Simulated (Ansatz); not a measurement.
Input for Ansatz (an electronic-structure program): R-B3LYP-D3(BJ)/def2-TZVP on BrHSi (SMILES [SiH]Br).

Ansatz 0.2 input:
```yaml
crystal:
  periodic: [false, false, false]
  atoms:
    - {symbol: Si, position_ang: [-0.11847540, -0.20742509, 0.83011724]}
    - {symbol: H, position_ang: [-1.10921184, -0.67489342, -0.20933293]}
    - {symbol: Br, position_ang: [1.21110287, 0.90600430, -0.65584413]}
basis:
  gaussian:
    orbitals: def2-TZVP
hamiltonian:
  xc: b3lyp
  dispersion: d3bj
relax: {f_tol: 0.003, max_steps: 120}
```

The log:

```
WARN ansatz: RAYON_NUM_THREADS=1 ignored (pool sized by the plan → 1); use --threads N
Functional definition: B3LYP
integrals: 0.02 GiB planned
718 factors; their error is unknown
mean field: 0.25 GiB planned
mean field evaluation 1: about -77940.6467 eV, gradient 1.1e1 eV
mean field evaluation 2: about -77940.8565 eV, gradient 7.6e0 eV
mean field evaluation 4: about -77941.0539 eV, gradient 5.0e-1 eV
mean field evaluation 8: about -77941.4267 eV, gradient 3.2e-1 eV
mean field evaluation 16: about -77941.4267 eV, gradient 2.0e-5 eV
mean field -77941.42673326 eV, -2864.2946018506 hartree, gradient 2.0e-5 eV, S^2 0.000000; 0 other end points of the search recorded, 0 dependent functions left out
the calculation of the forces begins
reference -77941.42693103 eV, -2864.2946091186 hartree; 25, 25 occupied and 66, 66 virtual orbitals, 718 factors
relax step   1: F+E_penalty+E_count = -77941.54410834 eV  Δ(F+E_penalty+E_count) = +0.000e0 eV  max|allowed force component| = 2.538e-1 eV/Å  Δτ_max = 0.0000 Å  (27 SCF iters, accepted)
these checks for a lower state are left out or cut short: starts, cluster_reference, orbital_swaps, neighbouring_geometries, increment
integrals: 0.02 GiB planned
718 factors; their error is unknown
mean field: 0.25 GiB planned
mean field -77941.42846790 eV, -2864.2946655975 hartree, gradient 9.7e-6 eV, S^2 0.000000; 0 other end points of the search recorded, 0 dependent functions left out
the calculation of the forces begins
reference -77941.42866558 eV, -2864.2946728622 hartree; 25, 25 occupied and 66, 66 virtual orbitals, 718 factors
relax step   2: F+E_penalty+E_count = -77941.54628697 eV  Δ(F+E_penalty+E_count) = -2.179e-3 eV  max|allowed force component| = 7.482e-2 eV/Å  Δτ_max = 0.0275 Å  (31 SCF iters, accepted)
these checks for a lower state are left out or cut short: starts, cluster_reference, orbital_swaps, neighbouring_geometries, increment
integrals: 0.02 GiB planned
718 factors; their error is unknown
mean field: 0.25 GiB planned
mean field evaluation 32: about -77941.4302 eV, gradient 9.8e-6 eV
mean field -77941.43017978 eV, -2864.2947285079 hartree, gradient 9.8e-6 eV, S^2 0.000000; 0 other end points of the search recorded, 0 dependent functions left out
the calculation of the forces begins
reference -77941.43037756 eV, -2864.2947357763 hartree; 25, 25 occupied and 66, 66 virtual orbitals, 718 factors
relax step   3: F+E_penalty+E_count = -77941.54781066 eV  Δ(F+E_penalty+E_count) = -1.524e-3 eV  max|allowed force component| = 2.866e-2 eV/Å  Δτ_max = 0.0164 Å  (31 SCF iters, accepted)
these checks for a lower state are left out or cut short: starts, cluster_reference, orbital_swaps, neighbouring_geometries, increment
integrals: 0.02 GiB planned
718 factors; their error is unknown
mean field: 0.25 GiB planned
mean field -77941.43025654 eV, -2864.2947313290 hartree, gradient 9.8e-6 eV, S^2 0.000000; 0 other end points of the search recorded, 0 dependent functions left out
the calculation of the forces begins
reference -77941.43045435 eV, -2864.2947385983 hartree; 25, 25 occupied and 66, 66 virtual orbitals, 718 factors
relax step   4: F+E_penalty+E_count = -77941.54787663 eV  Δ(F+E_penalty+E_count) = -6.596e-5 eV  max|allowed force component| = 3.355e-3 eV/Å  Δτ_max = 0.0023 Å  (31 SCF iters, accepted)
these checks for a lower state are left out or cut short: starts, cluster_reference, orbital_swaps, neighbouring_geometries, increment
integrals: 0.02 GiB planned
718 factors; their error is unknown
mean field: 0.25 GiB planned
mean field -77941.43025415 eV, -2864.2947312412 hartree, gradient 9.8e-6 eV, S^2 0.000000; 0 other end points of the search recorded, 0 dependent functions left out
the calculation of the forces begins
reference -77941.43045196 eV, -2864.2947385105 hartree; 25, 25 occupied and 66, 66 virtual orbitals, 718 factors
relax step   5: F+E_penalty+E_count = -77941.54787765 eV  Δ(F+E_penalty+E_count) = -1.020e-6 eV  max|allowed force component| = 4.272e-4 eV/Å  Δτ_max = 0.0002 Å  (31 SCF iters, accepted)
integrals: 0.02 GiB planned
718 factors; their error is unknown
mean field: 0.25 GiB planned
mean field evaluation 64: about -77941.4302 eV, gradient 3.2e-1 eV
mean field -77941.43025415 eV, -2864.2947312412 hartree, gradient 9.8e-6 eV, S^2 0.000000; 1 other end points of the search recorded, 0 dependent functions left out
the calculation of the forces begins
reference -77941.43045196 eV, -2864.2947385105 hartree; 25, 25 occupied and 66, 66 virtual orbitals, 718 factors
Total energy: -77941.54807545 eV, -2864.2990610941 hartree
Atom 0 at    -0.110070    -0.202887     0.835545 Å, force     0.000080    -0.000020     0.000427 eV/Å
Atom 1 at    -1.105890    -0.671129    -0.218871 Å, force    -0.000208    -0.000092    -0.000255 eV/Å
Atom 2 at     1.199376     0.897701    -0.651734 Å, force     0.000128     0.000112    -0.000172 eV/Å
Dipole moment:    -0.163744    -0.128133     0.129714 e Å
```

Self-consistency was reached.

Cost: very roughly 15 core-seconds.
